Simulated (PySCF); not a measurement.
Rows and methods have been separated. Pair them.

Compound: CH7FSi2.
SMILES: `F[SiH2]C[SiH3]`

The closed-shell ground state was solved 7 times with PySCF (density fitting, gas phase), always in the pcSseg-2 basis (256 functions), with these functionals: B3LYP, BHandHLYP, BLYP, CAM-B3LYP, HF, LC-wPBE and PBE0. One conformer (not necessarily the lowest) at the PBE0-D3(BJ)/def2-SVP geometry, without solvent, vibrations or thermal averaging.

| row | total energy (Eh) | HOMO (eV) | LUMO (eV) | dipole (D) |
| --- | --- | --- | --- | --- |
| P | -721.2623 | -7.53 | -0.66 | 1.89 |
| Q | -719.4064 | -12.04 | 2.55 | 2.09 |
| R | -720.9072 | -8.93 | 0.07 | 1.98 |
| S | -721.0511 | -11.65 | 2.08 | 2.00 |
| T | -721.3585 | -8.72 | -0.15 | 1.96 |
| U | -721.2739 | -10.29 | 0.95 | 1.99 |
| V | -721.2422 | -10.14 | 0.80 | 2.04 |

**Question.** Which functional belongs to which row?

**Answer.** P = BLYP, Q = HF, R = PBE0, S = LC-wPBE, T = B3LYP, U = CAM-B3LYP, V = BHandHLYP. By rising HOMO–LUMO gap: BLYP (GGA) 6.87 eV; B3LYP (global hybrid, 20 % exact exchange) 8.57 eV; PBE0 (global hybrid, 25 % exact exchange) 9.00 eV; BHandHLYP (global hybrid, 50 % exact exchange) 10.94 eV; CAM-B3LYP (range-separated hybrid) 11.24 eV; LC-wPBE (range-separated hybrid) 13.73 eV; HF (all exact exchange) 14.59 eV. Total energies of different functionals aren't bounds to one another; each is stationary for its own functional.

Shape of the structure used: `[F:1][SiH2:2][CH2:3][SiH3:4]`: F1–Si2–C3–Si4 -57°.
